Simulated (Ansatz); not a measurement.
One change: `NBOCN` becomes `NBO[SiH2]F`.

Ansatz, PBE0-D4/def2-TZVP geometries, multiplicity 1. Each molecule was computed in one conformer, which needn't be the lowest.

```csv
property,`NBOCN`
HOMO energy (ωB97M-V/def2-TZVPP) / eV,-9.61
size of the dipole moment (ωB97M-V/def2-TZVPP) / D,0.74
LUMO energy (PBE0/def2-TZVPP) / eV,1.17
LUMO energy (ωB97M-V/def2-TZVPP) / eV,2.54
LUMO energy (PBE/def2-TZVPP) / eV,0.32
HOMO energy (B3LYP/def2-TZVPP) / eV,-6.94
```

Problem. What does the change do to each property? (An estimate is asked.)

Solution. Computed: 
```
                                          property  `NBO[SiH2]F`  shift
             HOMO energy (ωB97M-V/def2-TZVPP) / eV        -10.67  -1.06
size of the dipole moment (ωB97M-V/def2-TZVPP) / D          2.24   1.50
                LUMO energy (PBE0/def2-TZVPP) / eV          0.77  -0.40
             LUMO energy (ωB97M-V/def2-TZVPP) / eV          2.27  -0.27
                 LUMO energy (PBE/def2-TZVPP) / eV         -0.16  -0.48
               HOMO energy (B3LYP/def2-TZVPP) / eV         -8.01  -1.07
```

With PBE0 the HOMO falls by 1.10 eV and the LUMO falls by 0.40 eV, so the gap widens by about 0.70 eV. PBE moves the HOMO by -1.20 eV and ωB97M-V by -1.06 eV. Dipoles are sizes alone; their direction can turn.

B3LYP here is the variant with VWN-RPA as its local correlation; programs differ in this.
